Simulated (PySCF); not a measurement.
Exercise with solution: entropy of an ideal gas

B(H)(OMe)(PH2) (CH6BOP), SMILES COBP.

Coordinates come from a B3LYP-D3(BJ)/def2-SVP optimisation. Other conformers were not sampled.

B3LYP-D3(BJ)/def2-SVP run with PySCF gives the harmonic wavenumbers 100, 159, 225, 317, 421, 537, 616, 799, 850, 956, 1104, 1147, 1171, 1188, 1378, 1465, 1477, 1496, 2388, 2417, 2597, 3016, 3097, 3134 cm⁻¹ and the rotational temperatures 0.6349, 0.1580, 0.1309 K. The molar mass is 75.84 g/mol, the symmetry number 1, the spin multiplicity 1.

Question: Work out the entropy at 298.15 K and 1 atm in the rigid-rotor, harmonic-oscillator model.

Answer: 
Translation (Sackur–Tetrode at 1 atm): S = R[1.5 ln M + 2.5 ln T − 1.16487] = 162.7 J/(mol K).
Rotation: q = (√π/σ) T^1.5/√(θA θB θC) = 79600, S = R[ln q + 3/2] = 106.3 J/(mol K).
Vibration: with u = 1.4388 ν/T, each mode gives R[u/(e^u − 1) − ln(1 − e^−u)]:
```json
[
 {"ν (cm⁻¹)": "100", "modes": "1", "u": "0.48", "S (J/(mol K))": "14.45"},
 {"ν (cm⁻¹)": "159", "modes": "1", "u": "0.77", "S (J/(mol K))": "10.72"},
 {"ν (cm⁻¹)": "225", "modes": "1", "u": "1.09", "S (J/(mol K))": "8.03"},
 {"ν (cm⁻¹)": "317", "modes": "1", "u": "1.53", "S (J/(mol K))": "5.55"},
 {"ν (cm⁻¹)": "421", "modes": "1", "u": "2.03", "S (J/(mol K))": "3.72"},
 {"ν (cm⁻¹)": "537", "modes": "1", "u": "2.59", "S (J/(mol K))": "2.39"},
 {"ν (cm⁻¹)": "616", "modes": "1", "u": "2.97", "S (J/(mol K))": "1.77"},
 {"ν (cm⁻¹)": "799", "modes": "1", "u": "3.86", "S (J/(mol K))": "0.87"},
 {"ν (cm⁻¹)": "850", "modes": "1", "u": "4.10", "S (J/(mol K))": "0.71"},
 {"ν (cm⁻¹)": "956", "modes": "1", "u": "4.61", "S (J/(mol K))": "0.47"},
 {"ν (cm⁻¹)": "1104", "modes": "1", "u": "5.33", "S (J/(mol K))": "0.26"},
 {"ν (cm⁻¹)": "1147", "modes": "1", "u": "5.54", "S (J/(mol K))": "0.22"},
 {"ν (cm⁻¹)": "1171", "modes": "1", "u": "5.65", "S (J/(mol K))": "0.19"},
 {"ν (cm⁻¹)": "1188", "modes": "1", "u": "5.73", "S (J/(mol K))": "0.18"},
 {"ν (cm⁻¹)": "1378", "modes": "1", "u": "6.65", "S (J/(mol K))": "0.08"},
 {"ν (cm⁻¹)": "1465", "modes": "1", "u": "7.07", "S (J/(mol K))": "0.06"},
 {"ν (cm⁻¹)": "1477", "modes": "1", "u": "7.13", "S (J/(mol K))": "0.05"},
 {"ν (cm⁻¹)": "1496", "modes": "1", "u": "7.22", "S (J/(mol K))": "0.05"}
]
```
The stiffer modes add less than 0.005 each. Sum 49.8 J/(mol K).
Spin: R ln 1 = 0.0 J/(mol K).
Total 318.8 J/(mol K); the program's own thermochemistry gives 318.8. Translation makes up 51 % and vibration 16 %. Anharmonicity, hindered rotation and orbital degeneracy are left out.
